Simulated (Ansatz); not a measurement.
The cluster Ge₂H₄. The state is a singlet with charge 0. Geometry r2SCAN-D4/def2-TZVP; atoms count from 1.

```xyz
6

Ge    0.253   -1.471    0.944
Ge    0.434    0.416   -0.487
H    -0.378    0.297    1.012
H    -0.631    0.984   -1.451
H    -1.100   -1.789    0.168
H     1.422    1.564   -0.186
```

The structure comes from a short search, and lower isomers may exist.

Q: Estimate the Mulliken populations from the PBE0/def2-TZVP orbitals of Ansatz.

A: 
```csv
atom,charge (e)
Ge1,-0.07
Ge2,0.00
H3,0.04
H4,0.02
H5,0.01
H6,0.02
```
Mulliken values and Mayer orders depend strongly on the basis.

Q: And the Mayer bond orders between bonded heavy atoms (over 0.3)?

A: Ge1–Ge2 1.15 (2.38 Å).
